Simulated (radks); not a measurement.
Question: These are the eigenvalues of the occupied orbitals of an atom or ion with whole-number occupations (hartree). Method: scalar-relativistic Kohn-Sham, exchange-only PBE, spin-polarised, spherical densities, point nucleus; computed with a radial shooting solver on a logarithmic mesh with Libxc functionals.

| orbital | eigenvalue |
|---|---|
| 1s up | -520.7654 |
| 1s down | -520.7626 |
| 2s up | -68.91790 |
| 2s down | -68.91632 |
| 2p up | -60.98530 |
| 2p down | -60.98259 |
| 3s up | -10.08629 |
| 3s down | -10.08249 |
| 3p up | -7.56144 |
| 3p down | -7.55713 |
| 3d up | -3.38306 |
| 3d down | -3.37766 |
| 4s up | -1.22632 |
| 4s down | -1.18733 |
| 4p up | -0.69674 |
| 4p down | -0.65916 |

Which element is it, and in what charge state? The configuration may be excited. Open shells, if any, are filled with parallel spins first.

Answer: Z = 36, krypton, charge +1: Kr+ in [Ar] 3d10 4s2 4p5. The list shows which subshells hold electrons but not how many an open one holds; the 1s level, -520.77 hartree, gives Z - s = 32.3 by -(Z - s)^2/2, which with screening and relativity narrows Z to a few neighbours, and the depths of the outer levels then fix element, charge and occupations together.
